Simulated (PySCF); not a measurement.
**I: ionisation energy**

I [Kr] 4d10 5s2 5p5 [5p1/2^2 5p3/2^3, M_J = 3/2] → I⁺ [Kr] 4d10 5s2 5p4 [5p1/2^2 5p3/2^2, M_J = 2], as a difference of total energies. Calculation: PySCF 2.14, in x2c-QZVPPall-2c (13s13p9d4f1g, 134 functions); the two-component X2C-1e Hamiltonian. Correlated levels: [Ar] 3d10 frozen; the 32 highest virtual spinors dropped. "Screened" scales the spin-orbit matrix elements by Boettger's factors to mimic the two-electron term; Breit and QED terms are absent.

Q: Order these methods by the ionisation energy they give, lowest first.
A. GMP2 (screened spin-orbit)
B. GHF (spin-free)
C. GHF (screened spin-orbit)
D. GMP2 (spin-free)

A: C (9.371 eV), B (9.544 eV), A (10.319 eV), D (10.487 eV).

The spin-free rows relax to the high-spin LS determinant and lack the spin-orbit shift.

The labels give the starting determinants; with spin-orbit coupling the two ends relaxed to ⟨J²⟩ = 3.77, ⟨L²⟩ = 2.04, ⟨S²⟩ = 0.78 and ⟨J²⟩ = 6.03, ⟨L²⟩ = 2.37, ⟨S²⟩ = 1.86.

For comparison: 10.451 eV (measured; NIST Atomic Spectra Database, ionization energies).
